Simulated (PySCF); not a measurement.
Functional benchmark on one molecule

Molecule: trifluoroacetic acid (SMILES O=C(O)C(F)(F)F).

Structure with atom numbers: `[O:1]=[C:2]([OH:3])[C:4]([F:5])([F:6])[F:7]`. Hydrogens are named by the atom that carries them.

Geometry PBE0-D3(BJ)/def2-SVP throughout; GIAO in PySCF, gas phase, one conformer, non-relativistic; equivalent atoms averaged; basis pcSseg-2.

Reference values (measured; University of Colorado NMR facility, 19F NMR Reference Standards): δ(F5/F6/F7) = -76.5 ppm vs CFCl3. Computed shifts are taken against CFCl3, calculated as an isolated molecule at each level.

**Question.** How do the functionals HF, LDA, OPBE, KT2, B3LYP, mPW1PW91, WP04, BHandHLYP, LC-wPBE perform against the reference? Times are CPU seconds on 1 thread of an x86-64 server CPU, shared host; the GGAs took longer than the global hybrids here, which isn't the general rule, and the cause wasn't traced.

**Answer.** 
```
functional                    kind  F5/F6/F7  abs. error F  core-s
        HF            Hartree–Fock     -57.9          18.6      12
       LDA                     LDA     -99.5          23.0      28
      OPBE                     GGA     -97.2          20.7      37
       KT2                     GGA    -107.0          30.5      36
     B3LYP           global hybrid     -86.6          10.1      23
  mPW1PW91           global hybrid     -84.6           8.1      26
      WP04           global hybrid     -81.3           4.8      24
 BHandHLYP           global hybrid     -73.3           3.2      24
   LC-wPBE  range-separated hybrid     -63.6          12.9      43
```

For ¹⁹F the closest is BHandHLYP (3.2 ppm) and the furthest KT2 (30.5 ppm). One molecule is a small sample, and vibrational and solvent effects are absent from the calculation.
